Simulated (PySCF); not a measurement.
4-fluoro-1,3-dioxole (C₃H₃FO₂), SMILES FC1OCOC=1.

Geometry optimised at B3LYP-D3(BJ)/def2-SVP. The geometry has at least one imaginary mode, so it is a saddle point at that level. One conformer was computed; it need not be the lowest.

These are M06-2X/def2-TZVP (PySCF) values and carry that method's errors.

Symmetry labels are those of the subgroup Cs that the program uses (full group Cs).

Question: List the valence orbital energies around the gap with their symmetry. (An estimate is asked for; the answer gives what the named calculation found.)

Answer: 
| orbital | symmetry | energy (eV) |
|---|---|---|
| HOMO−7 | A" | -15.81 |
| HOMO−6 | A' | -15.51 |
| HOMO−5 | A' | -14.09 |
| HOMO−4 | A' | -13.21 |
| HOMO−3 | A' | -12.45 |
| HOMO−2 | A" | -12.44 |
| HOMO−1 | A" | -11.75 |
| HOMO | A" | -7.24 |
| LUMO | A" | 2.07 |
| LUMO+1 | A' | 2.25 |
| LUMO+2 | A' | 2.51 |
| LUMO+3 | A' | 3.01 |
